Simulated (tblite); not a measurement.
C7H14SSi.
Cartesian coordinates in Å at the GFN2-xTB level; atoms count from 1:
```
atom  x, y, z in Å
Si1    2.847   -1.118   -0.737
S2     2.273    0.931   -0.951
C3     0.518    0.864   -0.484
C4    -0.371    0.372   -1.602
C5    -1.742   -0.072   -1.097
C6    -1.580   -1.021    0.086
C7    -1.024   -0.275    1.298
C8     0.201    0.549    0.949
C9     0.051    1.953    0.431
H10    2.565   -1.545    0.629
H11    4.264   -1.092   -1.044
H12    2.089   -1.943   -1.675
H13    0.118   -0.477   -2.086
H14   -0.474    1.160   -2.353
H15   -2.334    0.793   -0.792
H16   -2.275   -0.568   -1.911
H17   -0.899   -1.829   -0.193
H18   -2.543   -1.467    0.345
H19   -0.766   -0.992    2.079
H20   -1.801    0.382    1.698
H21    1.052    0.385    1.599
H22    0.769    2.695    0.746
H23   -0.944    2.343    0.282
```

All values are computed: GFN2-xTB (tblite) harmonic vibrations without scaling, gas phase. The method is semi-empirical: single wavenumbers can be off by several per cent or more. Modes of hydrogen on silicon can be 10 to 20 % off. One conformer, not necessarily the lowest.

Harmonic wavenumbers (cm⁻¹): 30.8, 74.7, 99.0, 150.1, 191.2, 258.4, 306.8, 334.0, 369.6, 414.6, 455.3, 509.3, 531.3, 541.3, 573.9, 665.5, 744.4, 773.2, 796.1, 813.2, 833.1, 851.2, 903.6, 931.4, 940.8, 954.2, 1006.5, 1022.3, 1040.4, 1066.1, 1103.3, 1124.1, 1136.4, 1169.3, 1179.3, 1183.8, 1241.3, 1249.6, 1293.2, 1335.5, 1339.5, 1344.2, 1353.4, 1399.6, 1466.1, 1485.9, 1489.6, 1490.1, 1502.7, 2279.6, 2305.8, 2381.8, 2951.3, 2951.8, 2966.8, 2969.7, 2977.6, 2981.8, 2988.3, 2991.2, 3038.1, 3083.5, 3101.4.

A = 1833, B = 848.4, C = 786.1 MHz; mass 158.059 u (most abundant isotopes); point group C1, symmetry number 1.

What is the zero-point energy?

Half the sum of the wavenumbers: 41519 cm⁻¹ = 118.71 kcal/mol.

Give the ideal-gas entropy at 298.15 K and 1 bar in the rigid-rotor, harmonic-oscillator model (classical rotation).

Translation 41.11, rotation 29.95, vibration 30.50: S = 101.6 cal/(mol K).

And Cp and H(298.15 K) − H(0)?

Cp = 42.57 cal/(mol K), of which vibrations give 34.62 (their classical limit is 63 R = 125.2); H(298.15 K) − H(0) = 7.21 kcal/mol without the zero-point energy, 4.84 from vibrations.

How do the functions run with temperature in this model?

```tsv
T (K)	S (cal/(mol K))	Cp (cal/(mol K))	H − H(0) (kcal/mol)	G − H(0) (kcal/mol)	ln q(vib)
50	60.6	13.1	0.51	-2.52	0.73
100	71.3	18.2	1.30	-5.83	1.96
373.15	112.2	52.4	10.78	-31.08	9.26
500	129.6	66.7	18.37	-46.43	12.90
750	160.7	86.7	37.74	-82.81	20.11
1000	187.5	99.5	61.12	-126.43	27.02
```

q(vib) and H(0) count from the zero-point level.

What must be added to the electronic energy to get the Gibbs energy at 298.15 K and 1 bar?

ZPE + [H(298.15 K) − H(0)] − T·S = 118.71 + 7.21 − 30.28 = 95.64 kcal/mol.

Hindered rotation and anharmonicity are outside this model. Other conformers, if any are populated, would add a mixing term that is left out. The structure is chiral; the term R ln 2 for an equal mix with its mirror image is left out.

On one thread of an Arm Neoverse N1, shared host with 64 logical CPUs at a one-minute load of 55, this took 1.9 s. The figure is for the frequency step alone.
